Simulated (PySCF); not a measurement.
C₅H₇Cl₂O (doublet state).
Z-matrix (Å and degrees, GFN2-xTB geometry), rows numbered from 1:
```
C 
C   1  1.3637
C   2  1.3845  1  123.53
C   3  1.4621  2  124.57  1  -177.87
Cl  4  1.7783  3  113.04  2   -36.75
Cl  4  1.8560  3  108.12  2    80.63
C   4  1.5331  3  113.79  2  -161.88
O   7  1.3933  4  111.95  3   -55.24
H   1  1.0742  2  121.43  3   179.53
H   1  1.0759  2  121.07  3    -0.23
H   2  1.0823  1  118.78  3   179.58
H   3  1.0803  2  120.22  1    -2.14
H   7  1.0987  4  109.09  3  -179.47
H   7  1.0936  4  108.65  3    62.08
H   8  0.9671  7  108.42  4   -59.22
```

The hyperfine couplings belong to this conformer and change with its torsions.

Identity: `C=C[CH]C(Cl)(Cl)CO` [radical].

The calculation used UKS B3LYP, pcH-1 on C Cl H O, non-relativistic, mean-field spin-orbit, GIAO (PySCF). Isolated species at its GFN2-xTB geometry (one conformer only). A GFN2-xTB geometry isn't a minimum of the functional, and hyperfine couplings can be far from their values at a DFT geometry. No stability test was run, so a lower SCF solution isn't excluded. ⟨S²⟩ is 0.776 where a pure state has 0.75.

Principal values of hyperfine tensors in MHz (contact, dipolar and spin–orbit terms together), for some of the nuclei:

```tsv
atom	isotope	A1	A2	A3
C3	13C	3.86	5.07	163.30
C1	13C	2.46	4.11	140.91
C2	13C	-74.06	-34.40	-28.83
H12	1H	-63.45	-43.84	-17.28
H10	1H	-55.22	-38.04	-15.08
Cl6	35Cl	10.06	11.42	61.89
C4	13C	-19.33	-16.24	-14.80
H11	1H	6.97	10.20	18.30
```

Q: Split each tensor into its isotropic and traceless parts, and turn a_iso into mT with g = 2.0023.

A: a_iso = (A1 + A2 + A3)/3, Ti = Ai − a_iso; 1 mT corresponds to 28.025 MHz. The tensors hold a spin–orbit part: the run splits a_iso into a_FC + a_SO, and T includes its anisotropic share.

| atom | a_iso (MHz) | a_FC | a_SO | a_iso (mT) | T1 | T2 | T3 |
| --- | --- | --- | --- | --- | --- | --- | --- |
| C3 | 57.41 | 57.49 | -0.09 | 2.048 | -53.55 | -52.34 | 105.89 |
| C1 | 49.16 | 49.22 | -0.07 | 1.754 | -46.70 | -45.05 | 91.75 |
| C2 | -45.76 | -45.78 | 0.02 | -1.633 | -28.29 | 11.37 | 16.93 |
| H12 | -41.52 | -41.53 | 0.00 | -1.482 | -21.93 | -2.32 | 24.24 |
| H10 | -36.11 | -36.12 | 0.01 | -1.289 | -19.10 | -1.93 | 21.03 |
| Cl6 | 27.79 | 27.44 | 0.35 | 0.992 | -17.73 | -16.37 | 34.10 |
| C4 | -16.79 | -16.78 | -0.01 | -0.599 | -2.54 | 0.55 | 1.99 |
| H11 | 11.82 | 11.83 | 0.00 | 0.422 | -4.86 | -1.62 | 6.48 |

Q: What spin density at the nucleus of H10 lies behind its contact coupling (g_N = 5.58569)?

A: a_FC = 800.24 MHz bohr³ × g_N × ρ(0)/(2S). With a_FC = -36.12 MHz and 2S = 1, ρ(0) = -0.008081 bohr⁻³. In magnitude that is 2.5 % of the 1/π = 0.318 of a free hydrogen atom.

Q: H9 (1H, g_N = 5.58569) isn't in the table. Its spin density at the nucleus is -0.008547 bohr⁻³. What is its contact coupling?

A: By the same relation, a_FC = -38.2 MHz. Its full tensor has the principal values -60.87, -38.85, -14.89 MHz.

Q: Which nucleus of the table has the largest anisotropic coupling, and what is its form?

A: C3: -53.6, -52.3, 105.9 MHz, axial, in the ratio −1:−1:+2, the form that spin in one p orbital centred on that nucleus gives.

Q: What first-order splitting does C2 cause when the field lies along A1, A2 or A3 of its tensor (g taken as isotropic, no quadrupole term)?

A: 2 lines (I = 1/2), spaced by |A_i|/(g × 13.996): 2.64, 1.23, 1.03 mT along the axes of A1, A2 and A3.
